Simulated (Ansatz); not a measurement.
Compare A (`FC1([SiH3])C[SiH2]1`) with its isomer B (`F[SiH]1CC[SiH2]1`).

Isolated molecules relaxed with PBE0-D4/def2-TZVP in Ansatz; ΔE leaves out vibrations. CBS: MP2 limit from def2 TZ/QZ plus the TZ coupled-cluster correction, frozen cores. DFT in def2-TZVPP. B3LYP here is the variant with VWN-RPA as its local correlation; programs differ in this.

Task: Which isomer does CCSD(T)/CBS put lower? Give the gap. (Best estimate.)

Result: Ansatz gave: B, by 71.3 kcal/mol.

Task: Give E(B) − E(A) in kcal/mol with LDA (SPW92), CCSD(T)/def2-SVP, HF/def2-TZVPP, BLYP-D4, CCSD/def2-TZVPP, B3LYP-D4, ωB97M-V. (Best estimate.)

Result: Computed: LDA (SPW92) -67.4, CCSD(T)/def2-SVP -64.4, HF/def2-TZVPP -71.7, BLYP-D4 -65.7, CCSD/def2-TZVPP -71.2, B3LYP-D4 -68.2, ωB97M-V -68.7. None reverses the order clearly.

Task: Does the order hold for the free energy at 298.15 K (harmonic terms from PBE0-D4)? (Estimate.)

Result: Computed: Yes: G(B) − G(A) = -66.8 kcal/mol.

Largest T1 diagnostic: 0.013.

Leaving LDA and LC-ωPBE aside and taking each functional with its dispersion term where it has one, the values, not all of them listed here, spread over 6.9 kcal/mol, from PBE-QIDH to BLYP-D4. From PBE to PBE0 (25 % exact exchange), in def2-TZVPP and without D4, E(B) − E(A) moves by −2.8 kcal/mol.
